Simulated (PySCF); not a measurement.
**RbTe from Hartree–Fock to correlated methods**

State: ²Π (doublet), unpaired electrons π ↑. Set-up: PySCF, scalar-relativistic core potentials, basis sets Rb def2-SVP with ECP28, Te def2-SVP with ECP28. De refers to Rb + Te in their high-spin ground configurations, without counterpoise correction. The functionals are run spin-unrestricted. A positive dipole means Rb(−)Te(+).

```tsv
Level	Re (Å)	ωe (cm⁻¹)	De (eV)	μ (D)
UHF	3.424	121	1.34	-12.67
UHF-MP2	3.366	126	1.81	n/a
UHF-SCS-MP2	3.377	125	1.80	n/a
UHF-CCSD	3.372	126	1.74	n/a
UHF-CCSD(T)	3.371	125	1.77	n/a
PBE	3.350	121	2.18	-10.33
r²SCAN	3.357	124	2.22	-11.53
PBE0	3.338	125	2.17	-11.20
M06	3.346	126	2.42	-11.20
BHandHLYP	3.355	126	2.08	-11.57
M06-2X	3.333	130	2.07	-11.63
LC-ωPBE	3.324	130	2.23	-12.13
```

Problem. Which functional lies closest to UHF-CCSD(T) in De, which farthest, and by how much do they differ from it?

Solution. Closest is M06-2X (-3.8 pm in Re, +4.0 % in ωe, +0.30 eV in De against UHF-CCSD(T) in the same basis), farthest M06 (-2.5 pm in Re, +0.8 % in ωe, +0.65 eV in De). CCSD(T) converges more slowly with the basis than the functionals do and binds too weakly in this one, so the order can change at the basis-set limit.

Problem. What does a quarter of exact exchange do here, going from PBE to PBE0?

Solution. PBE0 less PBE: -1.2 pm in Re, +3.3 % in ωe, -0.01 eV in De. Exact exchange removes part of the self-interaction that spreads semilocal densities, and in most molecules shortens and stiffens the bond and lowers De; so it does here.

Problem. What does the step from GGA to meta-GGA do here, going from PBE to r²SCAN?

Solution. r²SCAN less PBE: +0.7 pm in Re, +2.5 % in ωe, +0.04 eV in De. 

Correlated steps freeze 4 core orbitals. Correlated levels converge slowly with the basis: in double zeta they bind strong bonds too weakly, by up to about 1 eV, and carry superposition errors of some tenths. Spin–orbit coupling is left out, which matters for elements this heavy, above all for dissociation energies. The state is the lowest determinant that a PBE0 search found; another state may lie lower at other levels.
